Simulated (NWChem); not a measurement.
SiHO$_{2}$ cation; SMILES O=[Si]=[OH+]

```xyz
4

O      0.0009     1.5907     0.0000
Si    -0.0006     0.0879     0.0000
O      0.0023    -1.4357     0.0000
H     -0.0161    -2.4044     0.0000
```
Atoms are numbered in this order, from 1.

Program: NWChem. Geometry optimised at PBE0/def2-SVP; all other runs use it. 

```
quantity                                                                        level   value
--------------------------------------------------------------  ---------------------  ------
first 1s excitation (eV), Si K edge, unshifted                   B3LYP/def2-TZVP, TDA  1796.3
orbital gap (eV)                                                     r2SCAN/def2-TZVP    4.19
anisotropy (bohr³), static                                      BHandHLYP/Sadlej pVTZ    13.7
charge (e), ESP Si2                                                    B3LYP/def2-SVP    1.43
cavity-dispersion-structure term (kcal/mol) in ethylene glycol   M06-2X/def2-SVP, SMD     2.6
highest harmonic frequency (cm⁻¹)                                       PBE0/def2-SVP    3849
```
